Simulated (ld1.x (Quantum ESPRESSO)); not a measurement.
Nb, TM: configuration errors across variants

```json
{
 "Element": "niobium (Nb)",
 "Generator": "ld1.x (Quantum ESPRESSO) 7.5",
 "Type": "norm-conserving Troullier–Martins (Kleinman–Bylander form)",
 "Functional": "Wu–Cohen",
 "Relativity": "non-relativistic",
 "Frozen core": "[Ar] 3d10",
 "Valence charge": "13",
 "Reference configuration": "4s2 4p6 4d5 5s0 5p0",
 "Partial waves": "4s (bound): rc 1.80 bohr; 4p (bound): rc 1.95 bohr; 4d (bound): rc 2.30 bohr",
 "Local potential": "all-electron potential smoothed inside 1.65 bohr (lloc = -2)",
 "Core correction": "a·sin(br)/r model core inside 0.95 bohr"
}
```

All-electron excitation energies from the reference (eV): (1) 4s2 4p6 4d4 5s1 5p0 -0.877; (2) 4s2 4p6 4d4 5s0 5p0 5.410; (3) 4s2 4p6 4d3 5s0 5p0 19.631; (4) 4s2 4p6 4d4 5s0.5 5p0 1.619; (5) 4s2 4p6 4d1 5s0 5p0 82.008; (6) 4s2 4p6 4d2 5s0 5p0 44.668; (7) 4s2 4p6 4d4 5s0 5p1 1.888.

Errors AE − PS in meV (a dash: test not solved or not reliable):

```tsv
change	(1)	(2)	(3)	(4)	(5)	(6)	(7)	bound ghosts
base	-395	-0.6	-1.3	-231	+84	+14	+23	none
wave 4p (bound): rc 1.95 bohr becomes 4p (bound): rc 1.28 bohr	-395	-0.6	-1.5	-231	+68	+10	+10	none
wave 4p (bound): rc 1.95 bohr becomes 4p (bound): rc 1.80 bohr	-395	-0.6	-1.5	-231	+79	+12	+19	none
wave 4p (bound): rc 1.95 bohr becomes 4p (bound): rc 2.06 bohr	-395	-0.6	-1.1	-231	+88	+15	+25	none
wave 4p (bound): rc 1.95 bohr becomes 4p (bound): rc 2.34 bohr	-395	-0.6	-1.0	-231	+91	+16	+27	none
wave 4p (bound): rc 1.95 bohr becomes 4p (bound): rc 2.60 bohr	-395	-0.6	-1.2	-231	+82	+13	+19	none
wave 4p (bound): rc 1.95 bohr becomes 4p (bound): rc 2.94 bohr	-396	-0.5	-2.4	-231	+47	+3.6	-8.3	none
```

**Question.** Give the same row for: wave 4p (bound): rc 1.95 bohr becomes 4p (bound): rc 1.56 bohr.

**Answer.** -395, -0.6, -1.4, -231, +72, +11, +14; bound ghosts: none.
